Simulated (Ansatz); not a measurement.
Reaction (atomization): `[OH][Al]([SH])[AlH][F]` → 2 Al• + F• + 3 H• + O• + S•

Calculated with Ansatz (gas phase, PBE0-D4/def2-TZVP geometries, no zero-point term in ΔE). CBS: MP2 limit from def2 TZ/QZ plus the TZ coupled-cluster correction, frozen cores. This one scheme is used for every species, atoms too. Functionals use def2-TZVPP. Open shells (•) are unrestricted, without spin–orbit coupling. Spin–orbit coupling would lower the free atoms: a little for Al, F, O, S. One conformer a species, not always the lowest.

| level | ΔE (kJ/mol) | difference from CCSD(T)/CBS |
| --- | --- | --- |
| LDA (SPW92) | 3028.9 | 337.1 |
| PBE-QIDH | 2629.5 | -62.3 |
| PBE0 | 2612.0 | -79.8 |
| r2SCANh | 2651.7 | -40.1 |
| CAM-B3LYP | 2645.9 | -45.9 |
| LC-ωPBE | 2650.2 | -41.6 |
| HF/def2-TZVPP | 1925.2 | -766.6 |
| MP2/def2-QZVPP | 2733.0 | 41.2 |
| HF/CBS(def2) | 1934.5 | -757.3 |
| MP2/CBS(def2) | 2769.4 | 77.6 |
| CCSD(T)/CBS | 2691.8 | 0 |

Largest T1 diagnostic among the species: 0.018.

From r2SCAN to r2SCAN0 (25 % exact exchange), in def2-TZVPP and without D4, ΔE moves by −65.6 kJ/mol: exact exchange takes away binding that semilocal exchange gives to molecules. The D4 term adds +26.7 kJ/mol with B3LYP and +14.3 kJ/mol with PBE0; it sums over pairs of atoms, weighted by their polarisabilities, and B3LYP, whose exchange is more repulsive, gets the larger term. Leaving LDA and LC-ωPBE aside and taking each functional with its dispersion term where it has one, the values, not all of them listed here, spread over 139.8 kJ/mol, from BHLYP-D4 to B97M-V. LDA lies +360.8 kJ/mol from PBE without D4, its usual overbinding.

B3LYP here is the variant with VWN-RPA as its local correlation; programs differ in this.

For atomizations the MP2-based limit and the directly extrapolated one differ by several kJ/mol either way, and by 10 to 25 for some Ge, Se and Sn compounds, so smaller differences from it don't rank the levels.
